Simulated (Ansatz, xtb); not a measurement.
Species: CF3, charge 1, multiplicity 1. SMILES of the parent species: F[C](F)F
Structure (B3LYP-D3(BJ)/def2-TZVP (Ansatz, a first-principles code) minimum search):
```
C
F 1 1.2357
F 1 1.2357 2 120.00
F 1 1.2357 2 120.00 3 -180.00
```
Charge +1, spin multiplicity 1.

Harmonic wavenumbers from GFN2-xTB (xtb, at its own minimum), cm⁻¹: 495, 496, 623, 998, 1563, 1565.

### Question
Give the harmonic wavenumbers at B3LYP-D3(BJ)/def2-TZVP (Ansatz, finite differences of forces, unscaled).

### Answer
587, 587, 798, 1048, 1660, 1660 cm⁻¹. Zero-point energy 9.1 kcal/mol.

### Question
From these and the geometry, give the ideal-gas thermochemistry at 298.15 K and 1 atm (rigid rotor, harmonic oscillator).

### Answer
Point group D3h, rotational symmetry number 6. Rotational constants 11.61, 11.61, 5.807 GHz. S(trans) 38.61, S(rot) 19.97, S(vib) 1.24, S(elec, spin only) 0.00, S 59.8 cal/(mol K). H(298) - H(0) 2.65 kcal/mol; G - E(el) -6.1 kcal/mol.
